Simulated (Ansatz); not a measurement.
This singlet lies 1.05 eV below the relaxed triplet at the level frozen-core CCSD(T)/aug-cc-pVDZ // PBE0-D3(BJ)/def2-TZVPD (Ansatz, a program for electronic structure).

A geometry relaxed with PBE0-D3(BJ)/def2-TZVPD (Ansatz), charge -1, multiplicity 1:

```xyz
6

Al     1.7564    -0.5853     1.0080
Si    -0.6585    -0.0129     0.1399
H     -0.9248     1.4426    -0.1790
H     -1.8152    -0.3359     1.0658
Cl     2.7305     0.1951    -0.8985
H     -1.0885    -0.7036    -1.1363
```

**Question.** Write the SMILES of this molecule.

**Answer.** `[SiH3][Al-][Cl]`
